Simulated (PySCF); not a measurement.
BH₇O₃Si₂.
Atom-mapped SMILES: `[OH:1][SiH2:2][SiH2:3][B:4]([OH:5])[OH:6]` (hydrogens: H7 on O1; H8, H9 on Si2; H10, H11 on Si3; H12 on O5; H13 on O6)

Method: PBE0-D3(BJ)/def2-SVP geometry optimisation, gas phase (PySCF 2.14.0); density fitting, grid level 1; the optimiser is geomeTRIC in internal coordinates, started from a GFN2-xTB structure with every atom displaced at random (about 0.01 Å).

Step 0: E = -22666.0584 eV
```
atom  x, y, z in Å  |  force x, y, z in eV/Å
O1     -2.1256   -0.3241   -0.8854   -1.419   0.594  -0.626
Si2    -1.8744    0.7902    0.2878   -0.248  -0.145  -0.379
Si3     0.3686    0.7764    0.7666    0.691   0.513   0.809
B4      1.3375   -0.6386   -0.2709   -1.504  -0.707  -0.408
O5      2.6270   -0.7848   -0.5473    1.785   0.324   0.061
O6      0.4901   -1.5892   -0.8057   -0.504   0.833   0.638
H7     -1.5157   -1.0161   -1.0217    1.379  -1.314  -0.149
H8     -2.6975    0.4410    1.4337   -0.327  -0.050   0.901
H9     -2.4066    2.0319   -0.2719   -0.018   0.713  -0.043
H10     0.6131    0.5976    2.2342   -0.067  -0.208   0.117
H11     1.0211    2.0906    0.5565    0.122   0.394  -0.252
H12     3.2369   -0.1272   -0.1722   -0.461  -0.327  -0.194
H13     0.9272   -2.2606   -1.3145    0.571  -0.619  -0.474
```

Step 1: E = -22666.2925 eV
```
atom  x, y, z in Å  |  force x, y, z in eV/Å
O1     -2.0755   -0.3620   -0.9695    0.092  -0.215  -0.091
Si2    -1.8889    0.7615    0.2436    0.045   0.091   0.140
Si3     0.3944    0.8176    0.8181   -0.011  -0.011  -0.002
B4      1.2544   -0.6673   -0.2886    0.829   0.190   0.127
O5      2.5989   -0.7681   -0.5611   -0.759  -0.107  -0.060
O6      0.4329   -1.6442   -0.7616    0.008  -0.280  -0.215
H7     -1.3679   -1.0301   -1.0531   -0.220   0.330   0.150
H8     -2.6916    0.4365    1.4726    0.005  -0.024  -0.125
H9     -2.3328    2.1084   -0.2362   -0.042  -0.112  -0.051
H10     0.6146    0.5299    2.2742   -0.006  -0.018   0.008
H11     1.0606    2.1367    0.5484   -0.008  -0.020  -0.036
H12     3.0884   -0.0124   -0.2311    0.136   0.075   0.068
H13     0.9141   -2.3194   -1.2665   -0.069   0.103   0.086
```

Step 2: E = -22666.3106 eV
```
atom  x, y, z in Å  |  force x, y, z in eV/Å
O1     -2.0955   -0.3573   -0.9571   -0.007  -0.114  -0.099
Si2    -1.9015    0.7690    0.2490    0.028   0.070   0.085
Si3     0.3898    0.8191    0.8234    0.069  -0.026  -0.012
B4      1.2804   -0.6567   -0.2801    0.286  -0.082  -0.067
O5      2.6050   -0.7899   -0.5823   -0.203   0.195   0.106
O6      0.4543   -1.6279   -0.7692   -0.196  -0.083  -0.025
H7     -1.3806   -1.0106   -1.0148   -0.006   0.031   0.011
H8     -2.7173    0.4368    1.4606    0.009   0.005   0.007
H9     -2.3630    2.0969   -0.2541   -0.001  -0.002  -0.008
H10     0.6061    0.5327    2.2811   -0.013  -0.002  -0.001
H11     1.0510    2.1388    0.5495   -0.014   0.008  -0.014
H12     3.1377   -0.0650   -0.2416    0.054  -0.035  -0.002
H13     0.9353   -2.2987   -1.2752   -0.005   0.036   0.020
```

Question: Estimate the geometry and energy of step 3. (The exact step hangs on the optimiser's Hessian estimate; all steps are aligned on step 2, rigid shifts and turns removed.)

Answer: E = -22666.3140 eV, largest force 0.083 eV/Å
```
atom  x, y, z in Å  |  force x, y, z in eV/Å
O1     -2.0859   -0.3685   -0.9530   -0.077   0.011  -0.029
Si2    -1.8954    0.7661    0.2490    0.003   0.020   0.015
Si3     0.3958    0.8191    0.8237    0.000  -0.004   0.015
B4      1.2757   -0.6575   -0.2808    0.075  -0.009  -0.025
O5      2.5970   -0.7788   -0.5799   -0.045   0.052   0.029
O6      0.4369   -1.6197   -0.7769    0.015   0.020   0.035
H7     -1.3641   -1.0124   -1.0018    0.054  -0.052  -0.020
H8     -2.7113    0.4358    1.4599   -0.001   0.007   0.026
H9     -2.3635    2.0866   -0.2652    0.003   0.019   0.002
H10     0.6099    0.5342    2.2820   -0.007   0.007  -0.002
H11     1.0548    2.1384    0.5429   -0.003   0.004  -0.006
H12     3.1389   -0.0686   -0.2214   -0.024  -0.049  -0.019
H13     0.9130   -2.2874   -1.2893    0.008  -0.027  -0.022
```

The energy changes by -0.0034 eV. The first-order estimate −F·Δx gives -0.0074 eV and the mean of the old and new forces, exact on a quadratic surface, -0.0034 eV. The step makes an angle of 75° with the force vector and moves no atom by more than 0.029 Å.

The cost below is that of the whole optimisation. On one thread of an Arm Neoverse V1, shared host with 32 logical CPUs at a one-minute load of 36, this took 43 s and 0.53 GiB of memory at its peak.
